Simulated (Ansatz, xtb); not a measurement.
## Relative energy of two isomers of BH7O4Si

Structure I: `[BH3-][OH+][Si](O)(O)O`, a singlet. Structure II: `O[SiH](O)O[BH2-][OH2+]`, a singlet. Both are isolated molecules in the gas phase, relaxed with PBE0-D4/def2-SVP; the shapes shown needn't be the lowest conformers.

I (Å):

```xyz
13

B     0.6137   -1.0229    0.0140
O    -0.5095    0.0093    0.5976
O    -0.8734    2.5357   -0.5127
O    -0.8816    2.0800    2.0962
O     1.4645    1.7687    0.6090
Si   -0.1570    1.6870    0.6842
H     0.7946   -0.6435   -1.1311
H     1.6006   -0.8802    0.7404
H     0.1093   -2.1244    0.1158
H    -1.0403   -0.3553    1.3169
H    -0.3916    2.6088   -1.3428
H    -1.2677    2.9570    2.1738
H     1.8810    0.8866    0.6064
```

II (Å):

```
atom    x (Å)    y (Å)    z (Å)
   B   0.6029   0.1648   2.2346
   O   0.4302  -0.3294  -1.8046
   O  -0.2207  -2.0196   0.2852
   O   0.5678   0.3807   0.8016
   O  -0.7140  -0.8097   2.5298
  Si   0.8303  -0.8044  -0.2805
   H  -0.2594   0.3382  -1.8738
   H   2.1931  -1.3720  -0.3699
   H  -0.1466  -2.9039  -0.0870
   H   0.3577   1.1669   2.8827
   H   1.5231  -0.5360   2.6339
   H  -0.6809  -1.4831   1.7952
   H  -1.5095  -0.2846   2.3715
```

Question: Which of the two would you expect CCSD(T)/def2-SVP + ΔMP2/def2-TZVPP electronic energies to favour?

Answer: CCSD(T)/def2-SVP + ΔMP2/def2-TZVPP gives E(II) − E(I) = −0.87 kcal/mol, slightly favouring structure II, which is too small a margin to settle the true order.

Level by level:

```
                             level          geometry  E(II) − E(I) (kcal/mol)  departure from the last row (kcal/mol)  job, with rough time for the two
                          GFN2-xTB          GFN2-xTB                     −4.66                                   −3.80              optimisation, 0.59 s
                         HF/STO-3G          GFN2-xTB                     −3.69                                   −2.83              single point, 0.44 s
                r2SCAN-D4/def2-SVP          GFN2-xTB                     −4.10                                   −3.23               single point, 6.3 s
                  PBE0-D4/def2-SVP  PBE0-D4/def2-SVP                     −6.54                                   −5.67             optimisation, 2.4 min
                       HF/def2-SVP  PBE0-D4/def2-SVP                     −4.89                                   −4.02           part of the CCSD(T) run
                      MP2/def2-SVP  PBE0-D4/def2-SVP                     −6.95                                   −6.09           part of the CCSD(T) run
                  CCSD(T)/def2-SVP  PBE0-D4/def2-SVP                     −7.17                                   −6.31                      single point
CCSD(T)/def2-SVP + ΔMP2/def2-TZVPP  PBE0-D4/def2-SVP                     −0.87                                                        single point, 80 s
```

As drawn, II has 1 B–O, 1 Si–H in place of 1 O–Si, 1 B–H.

The largest departure from CCSD(T)/def2-SVP + ΔMP2/def2-TZVPP is that of CCSD(T)/def2-SVP, 6.31 kcal/mol. The last row adds to CCSD(T) the change of the MP2 difference between the two basis sets, here +6.31 kcal/mol, a large step that makes the value less sure.

With thermal terms from frequencies at re-optimised GFN2-xTB minima (ideal gas, soft modes damped towards free rotors, one conformer each, 298.15 K, 1 atm): on the last row, ΔE + ΔZPE = +0.01, ΔH = −0.63, ΔG = +0.77 kcal/mol.

The correlated steps freeze 10 core orbitals. Codes used: Ansatz 0.2.0, xtb 6.7.1; the last row on 2 threads of Arm Neoverse V2 on a shared host.
